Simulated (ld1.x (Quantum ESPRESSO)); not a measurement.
## How hard is this Ti TM potential?

titanium (Ti), norm-conserving Troullier–Martins (Kleinman–Bylander form), made with ld1.x (Quantum ESPRESSO) 7.5 (LDA (PZ), scalar-relativistic). Core [Ne] 3s2, reference 3p6 3d2 4s1.5 4p0 (charge +0.5). Waves: 4s (bound): rc 3.00 bohr; 3p (bound): rc 1.30 bohr; 3d (bound): rc 2.40 bohr. Local part: all-electron potential smoothed inside 1.05 bohr (lloc = -2). Core correction: a·sin(br)/r model core, default radius (core density twice the valence density).

The pseudo-atom Hamiltonian at the reference potential is diagonalised in spherical Bessel functions j_l(qr) that vanish at 20 bohr, with q² up to the cutoff. All-electron valence levels (Ry): 4s -0.5515, 3p -3.1081, 4p -0.2974, 3d -0.5797.

Problem. How do the lowest levels (Ry) of each channel move with the cutoff, and are there ghosts?

Solution.

```json
{"cutoff (Ry)": "8", "s #1": "-2.3734", "s #2": "-0.5489", "s #3": "-0.1012", "p #1": "-1.9380", "p #2": "-0.2111", "d #1": "-0.1251", "d #2": "-0.0016", "f #1": "0.0279", "Σ f·Δε (mRy)": "7933.8"}
{"cutoff (Ry)": "12", "s #1": "-3.8685", "s #2": "-0.5511", "s #3": "-0.1012", "p #1": "-2.4698", "p #2": "-0.2486", "d #1": "-0.1669", "d #2": "-0.0134", "f #1": "0.0279", "Σ f·Δε (mRy)": "4656.5"}
{"cutoff (Ry)": "21", "s #1": "-4.8852", "s #2": "-0.5515", "s #3": "-0.1013", "p #1": "-2.9799", "p #2": "-0.2863", "d #1": "-0.4007", "d #2": "-0.0421", "f #1": "0.0279", "Σ f·Δε (mRy)": "1127.8"}
{"cutoff (Ry)": "30", "s #1": "-5.0446", "s #2": "-0.5515", "s #3": "-0.1013", "p #1": "-3.0930", "p #2": "-0.2961", "d #1": "-0.5428", "d #2": "-0.0500", "f #1": "0.0279", "Σ f·Δε (mRy)": "164.8"}
{"cutoff (Ry)": "45", "s #1": "-5.0854", "s #2": "-0.5515", "s #3": "-0.1014", "p #1": "-3.1071", "p #2": "-0.2978", "d #1": "-0.5792", "d #2": "-0.0516", "f #1": "0.0279", "Σ f·Δε (mRy)": "7.6"}
{"cutoff (Ry)": "55", "s #1": "-5.0858", "s #2": "-0.5515", "s #3": "-0.1014", "p #1": "-3.1071", "p #2": "-0.2978", "d #1": "-0.5795", "d #2": "-0.0516", "f #1": "0.0279", "Σ f·Δε (mRy)": "6.4"}
{"cutoff (Ry)": "80", "s #1": "-5.0865", "s #2": "-0.5515", "s #3": "-0.1014", "p #1": "-3.1080", "p #2": "-0.2978", "d #1": "-0.5796", "d #2": "-0.0516", "f #1": "0.0279", "Σ f·Δε (mRy)": "0.7"}
{"cutoff (Ry)": "100", "s #1": "-5.0868", "s #2": "-0.5515", "s #3": "-0.1014", "p #1": "-3.1081", "p #2": "-0.2978", "d #1": "-0.5797", "d #2": "-0.0516", "f #1": "0.0279", "Σ f·Δε (mRy)": "0.1"}
{"cutoff (Ry)": "400", "s #1": "-5.0868", "s #2": "-0.5515", "s #3": "-0.1014", "p #1": "-3.1082", "p #2": "-0.2978", "d #1": "-0.5797", "d #2": "-0.0516", "f #1": "0.0279", "Σ f·Δε (mRy)": "0.0"}
```

Result: ghost state, extra bound levels that the all-electron valence spectrum of the same l lacks: s at -69.2 eV (a true bound ghost makes a file unfit for plane-wave use); 10 mRy is reached at 45 Ry and 1 mRy at 80 Ry.
